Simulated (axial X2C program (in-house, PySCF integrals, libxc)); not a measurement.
TiIn: properties at the nuclei

Calculated with an in-house all-electron X2C program for linear molecules (integrals from PySCF): two-component X2C with atomic mean-field Coulomb and Gaunt terms, Gaussian nuclei, basis In dyall-cv3z, Ti dyall-cv3z with contracted cores.

R = 2.882 Å (near the PBE0 minimum at charge 0 of the determinant lowest at the starting distance; the state shown can have its own minimum elsewhere).

Determinant lowest in the PBE0 search, Ω = 1/2 (⟨Sz⟩ = -1.51, ⟨Lz⟩ = 2.01 at PBE0), spin on the atoms In 0.00, Ti -1.51:

```
    level  Eeff magnitude (GV/cm)  Ws magnitude In (kHz)  A∥/gI In (MHz)  qzz In (a.u.)  A∥/gI Ti (MHz)  qzz Ti (a.u.)  μ (D)
     PBE0                    1.78                   1.79             371          -3.78             372           0.05   1.12
       HF                      12                   13.4             504          -2.59             337           0.08   2.43
BHandHLYP                  0.0312                0.00748            71.2          -3.59             954           0.17   1.09
     BP86                    1.12                    1.1             500          -2.97             375           0.05   0.64
      PBE                    1.06                   1.03             466          -3.01             452           0.04   0.70
```

Determinant 0.02 eV from it at PBE0 and this distance, Ω = 7/2 (⟨Sz⟩ = 1.51, ⟨Lz⟩ = 1.99 at PBE0), spin on the atoms In 0.01, Ti 1.50:

```csv
level,Eeff magnitude (GV/cm),Ws magnitude In (kHz),A∥/gI In (MHz),qzz In (a.u.),A∥/gI Ti (MHz),qzz Ti (a.u.),μ (D)
PBE0,1.69,0.241,-69.7,-3.70,136,0.05,1.12
HF,8.83,1.33,-222,-2.76,201,0.01,2.48
BHandHLYP,0.608,0.0997,-145,-2.48,84.1,0.26,1.06
BP86,1.13,0.159,-70.4,-2.98,135,0.04,0.64
PBE,1.07,0.149,-65.6,-3.02,124,0.03,0.70
```

Eeff is the effective electric field on the electron electric dipole moment in this Ω state and Ws the scalar–pseudoscalar constant of the nucleus named (defined with the proton number Z and per Ω); A∥ (defined per Ω) follows by multiplying with gI = μI/(I μN); qzz is the electric field gradient, eQq0 = 234.96 MHz × Q/barn × qzz; μ is positive if the Ti end (last atom) is positive. The operators were transformed with the bare-nucleus X2C matrices; with these basis sets, hyperfine constants and field gradients can be off by tens of per cent, and where levels differ in sign neither size nor sign is settled.

(1) With Q(115In) = 0.772 barn (Q from Pyykkö, Mol. Phys. 2018), turn the PBE0 values of the first state into constants in MHz.

Each state is one determinant with collinear spin, which with several unpaired electrons need not be a pure state. Unrestricted Hartree–Fock can overshoot spin polarisation at the nuclei. In the state Ω = 7/2 the sign of Eeff differs between levels (BHandHLYP against PBE0). With several open shells hyperfine constants can be off by a factor of several. Where Eeff spreads by more than a factor of two the levels disagree and none is to be relied on. At BHandHLYP, HF a later determinant lies lower. States lie within half an eV, so the first need not be the ground state. The sign of Ws at In differs between levels in the second state. Further determinants of the search, some of them spin-mixed, are not shown. Where a field gradient or hyperfine factor spreads by more than a factor of two over the levels, a constant derived from it is not to be relied on. PBE0 term energies can be off by some tenths of an eV.

Answers

(1) eQq0(115In) = 234.96 × (0.772) × (-3.78) = -686 MHz.
